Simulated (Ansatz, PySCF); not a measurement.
Gas-phase reaction (SMILES): N[SiH](N)N + Cl (HCl) -> N[Si](N)(N)Cl + [H][H] (H2); hydrogen chloride cleaves one Si-H bond, a model of a ligand-exchange step.

Geometries: B3LYP-D3(BJ)/def2-TZVP minima from Ansatz (a program for electronic structure), one conformer each, not searched for the lowest. Correlated levels leave the core frozen unless marked. Spin-orbit coupling is left out. Non-relativistic. Basis-set limits of correlation are two-point, X^-3; Hartree-Fock from the larger set. Thermal terms are rigid-rotor harmonic-oscillator values from B3LYP-D3(BJ) frequencies (PySCF) at 298.15 K and 1 atm. 1 Eh = 627.5095 kcal/mol.

```csv
species,"E, CCSD(T)/CBS(aug-cc-pV(T+d)Z,aug-cc-pV(Q+d)Z) (Ansatz) (Eh)","E, PBE0-D4/def2-TZVPD (Ansatz + dftd4) (Eh)",H - E (Eh),G - E (Eh)
N[SiH](N)N,-457.49296,-457.83754,0.09539,0.05865
Cl (HCl),-460.37804,-460.66608,0.01000,-0.01120
N[Si](N)(N)Cl,-916.73333,-917.37155,0.08978,0.04656
[H][H] (H2),-1.17444,-1.16831,0.01336,-0.00144
```

### Question
Work out ΔE and ΔH, ΔG, ΔS and the equilibrium constant at 298.15 K at the first level, then ΔH at the second.

### Answer

1. ΔE = [(-916.73333) + (-1.17444)] - [(-457.49296) + (-460.37804)] = -0.03677 Eh = -23.1 kcal/mol at CCSD(T)/CBS(aug-cc-pV(T+d)Z,aug-cc-pV(Q+d)Z).
2. The terms H - E add up to -0.00225 Eh, so ΔH = (-0.03677 + (-0.00225))×627.5095 = -24.5 kcal/mol.
3. The terms G - E add up to -0.00233 Eh, so ΔG = -24.5 kcal/mol, and ΔS = (-0.00225 - (-0.00233))×627509.5/298.15 = 0.2 cal/(mol K).
4. log10 K = -ΔG/(RT ln 10) = 18.0, with RT ln 10 = 1.3642 kcal/mol.
5. At PBE0-D4/def2-TZVPD the same steps give ΔE = -22.7 and ΔH = -24.2 kcal/mol, a shift of +0.3 from the first level.
6. These values are not checked against measurement here, since the tables used lack a sound gas-phase enthalpy of formation for at least one species.
